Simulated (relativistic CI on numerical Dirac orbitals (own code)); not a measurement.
**Te²⁹⁺: computed level list**

Computed by Dirac-Coulomb-Breit CI, orbitals from a KLI potential per configuration, a model potential for QED, unscaled Slater integrals (own radial code, finite nucleus).

Configurations in the expansion (outside the closed core [Ne]): 3s²3p⁶3d⁵, 3s²3p⁵3d⁶, 3s²3p⁴3d⁷, 3s3p⁶3d⁶, 3p⁶3d⁷, 3s3p⁵3d⁷, 3s²3p⁶3d⁴4s, 3s²3p⁶3d⁴4p, 3s²3p⁶3d⁴4d, 3s²3p⁴3d⁶4s, 3s²3p⁴3d⁶4p, 3s²3p⁵3d⁵4s, 3s²3p⁶3d⁴4f, 3s3p⁵3d⁶4s, 3s²3p⁵3d⁵4p, 3s3p⁵3d⁶4p, 3s²3p⁶3d³4s², 3s3p⁶3d⁵4s, 3s²3p⁶3d³4s4p, 3p⁶3d⁶4p. Levels of other configurations are missing.

The lowest level is 3s²3p⁶3d⁵ ⁶S5/2, with 65 % of that term; Hund's rules for 3s²3p⁶3d⁵ give ⁶S with J = 5/2, in agreement.

```
No.  Configuration  Term     J  E (cm⁻¹)    %  Next component (%)  Lifetime (s)
  1      3s²3p⁶3d⁵    ⁶S   5/2         0   65               24 ⁴P              
  2      3s²3p⁶3d⁵    ²F   5/2     91086   25               23 ⁴G      7.78e-05
  3      3s²3p⁶3d⁵    ⁴G   7/2    142492   50               19 ²F      1.94e-04
  4      3s²3p⁶3d⁵    ⁴P   3/2    144554   43               40 ⁴D      3.87e-05
  5      3s²3p⁶3d⁵    ⁴G  11/2    151121   62               27 ²H              
  6      3s²3p⁶3d⁵    ⁴G   5/2    163197   35               31 ⁴D      6.44e-05
  7      3s²3p⁶3d⁵    ⁴G   9/2    164549   68               14 ⁴F      3.62e-03
  8      3s²3p⁶3d⁵    ⁴P   1/2    171724   65               23 ⁴D      1.24e-03
  9      3s²3p⁶3d⁵    ⁴D   7/2    204541   38               20 ⁴F      1.82e-04
 10      3s²3p⁶3d⁵    ²D   5/2    209919   34               20 ⁴D      4.02e-05
 11      3s²3p⁶3d⁵    ²F   7/2    233078   31               24 ⁴D      1.04e-04
 12      3s²3p⁶3d⁵    ²I  11/2    237383   62               28 ⁴G      9.55e-05
 13      3s²3p⁶3d⁵    ²D   3/2    239665   50               34 ⁴D      1.64e-04
 14      3s²3p⁶3d⁵    ⁴D   1/2    244336   75               20 ⁴P      5.57e-05
 15      3s²3p⁶3d⁵    ²G   9/2    251632   45               28 ⁴G      1.06e-04
 16      3s²3p⁶3d⁵    ⁴P   3/2    253200   43               41 ⁴F      2.28e-05
 17      3s²3p⁶3d⁵    ²I  13/2    262265  100                          5.10e-04
 18      3s²3p⁶3d⁵    ²F   5/2    271716   34               20 ⁴F      3.36e-05
 19      3s²3p⁶3d⁵    ²H   9/2    298131   53               45 ⁴F      3.19e-05
 20      3s²3p⁶3d⁵    ⁴F   5/2    309080   40               24 ²F      2.63e-05
 21      3s²3p⁶3d⁵    ²G   7/2    312429   60               32 ²F      1.20e-04
 22      3s²3p⁶3d⁵    ²D   3/2    331783   65               28 ⁴F      6.77e-05
 23      3s²3p⁶3d⁵    ²F   5/2    332329   39               18 ⁴P      1.86e-05
 24      3s²3p⁶3d⁵    ²F   7/2    339924   60               29 ²G      3.72e-05
 25      3s²3p⁶3d⁵    ²S   1/2    352538   72               14 ⁴P      2.83e-05
 26      3s²3p⁶3d⁵    ⁴F   7/2    367447   46               26 ²F      2.47e-05
 27      3s²3p⁶3d⁵    ²G   9/2    372415   52               26 ²H      5.52e-05
 28      3s²3p⁶3d⁵    ²H  11/2    377404   64               27 ²I      2.27e-05
 29      3s²3p⁶3d⁵    ²D   3/2    398449   70               16 ⁴D      1.58e-05
 30      3s²3p⁶3d⁵    ²D   5/2    415829   62               27 ²F      1.80e-05
 31      3s²3p⁶3d⁵    ²G   9/2    442444   92                3 ²H      3.43e-05
 32      3s²3p⁶3d⁵    ²D   5/2    448572   52               29 ²F      2.13e-05
 33      3s²3p⁶3d⁵    ²G   7/2    466491   78               18 ²F      2.72e-05
 34      3s²3p⁶3d⁵    ²P   3/2    485650   78               20 ²D      4.58e-05
 35      3s²3p⁶3d⁵    ²P   1/2    531924   84               13 ²S      2.21e-05
 36      3s²3p⁶3d⁵    ²D   5/2    565545   88                4 ²F      1.17e-05
 37      3s²3p⁶3d⁵    ²D   3/2    588400   77               20 ²P      1.43e-05
 38      3s²3p⁵3d⁶   ⁶F°  11/2   1603909   78              18 ⁴G°      7.52e-10
 39      3s²3p⁵3d⁶   ⁴P°   5/2   1655357   50              18 ²D°      2.53e-10
 40      3s²3p⁵3d⁶   ⁶D°   9/2   1656506   54              33 ⁴F°      1.20e-09
 41      3s²3p⁵3d⁶   ⁴D°   7/2   1679019   40              22 ⁶F°      3.55e-11
 42      3s²3p⁵3d⁶   ⁶F°   9/2   1686266   71              18 ⁴F°      1.37e-10
 43      3s²3p⁵3d⁶   ⁴P°   1/2   1705270   27              26 ²S°      2.51e-10
 44      3s²3p⁵3d⁶   ⁴P°   3/2   1727405   39              36 ⁶D°      6.77e-11
 45      3s²3p⁵3d⁶   ⁴G°  11/2   1733395   32              29 ⁴H°      1.23e-10
```

Energies count from the lowest computed level; ° marks odd parity; lifetimes are radiative, by E1, M1, E2, M2 decay to levels of this space only; some are left blank where a channel outside the calculation adds to the decay or the decay crosses a small, uncertain gap.

The mean weight of the leading LS term, summed over parents, in these 45 levels is 57 %, and that of the leading jj configuration (from the same eigenvectors) 67 %, so jj coupling describes them better and the LS labels are nominal.

At this charge energies of transitions that change n are usually good to better than 1 %, and those within a shell (Δn = 0) to a few per cent. Terms inside the open d or f shell come out 10 to 20 % too wide with unscaled integrals.

LS names give the leading component of a level, which can be under half, so a name can repeat, a term be missing and a line seem to break the LS rules.
